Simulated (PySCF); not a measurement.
# Computed records: CH₃ClOSi

Calculation on a computer-drawn molecule: the log of a Hartree-Fock and frozen-core CCSD(T) single point meant for a local Hartree-Fock minimum, with one planted fault or none, to be diagnosed. Offsets are logged minus clean, where the clean run is the same molecule without the fault. The reference is restricted for singlets and unrestricted otherwise, and also for a bond in bohr or an excited solution. Adding or removing an electron swaps singlet and doublet. The excited solution moves the top pair (singlet) or top alpha electron (doublet) to the lowest empty orbital. Highest occupied and lowest empty are orbital energies over both spins, largest force is the largest gradient component, triples share is (T) over the correlation energy, the T1 limit is 0.02 restricted and 0.045 unrestricted, electrons count all cores, a negative frequency is imaginary (commonest isotopes), and the dipole is about the centre of nuclear charge. Program: PySCF 2.14.0.

```xyz
7
formula=CH3ClOSi meant_charge=0 meant_multiplicity=1 meant_basis=cc-pV(D+d)Z logged_electrons=47 logged_basis_functions=89 logged_SCF_converged=yes logged_spin_squared=0.7572 logged_highest_occupied=-16.085 logged_lowest_empty=-6.0829 logged_largest_force=0.09194 logged_T1_diagnostic=0.022756 logged_D1_diagnostic=0.11839 logged_triples_share=0.02936 logged_CC_converged=yes logged_dipole_magnitude=3.3194 logged_SCF_stable_within_its_kind=yes logged_energy_HF=-862.63691 logged_energy_CCSD(T)=-863.21649 possible_faults=no_fault,one_electron_removed,one_electron_added,multiplicity_raised_by_two,geometry_at_a_saddle_point,SCF_held_on_an_excited_solution,minimal_basis_STO-3G,one_bond_length_entered_in_bohr,all_coordinates_scaled
O      0.3864    -3.3393    -0.2891
C      0.6478    -2.2923    -1.1160
Si     1.2053    -0.7176    -0.7827
Cl     1.4900     0.6176    -2.3082
H      0.5566    -3.1116     0.6125
H      0.4517    -2.5580    -2.1486
H      1.5241    -0.1737     0.5366
```

Units: logged_highest_occupied, logged_lowest_empty in eV; logged_largest_force in hartree/bohr; logged_dipole_magnitude in debye; logged_energy_HF, logged_energy_CCSD(T) in hartree.

Drawn bonds:
```csv
atom,other atom,order
1,2,1
2,3,2
3,4,1
1,5,1
2,6,1
3,7,1
```

To be estimated
1. Give the missing planted fault for CH₃ClOSi.

Answers
1. one electron removed

Further results for CH₃ClOSi:

- HF energy offset from clean run: 156.9 kcal/mol
- CCSD(T) energy offset from clean run: 177.1 kcal/mol
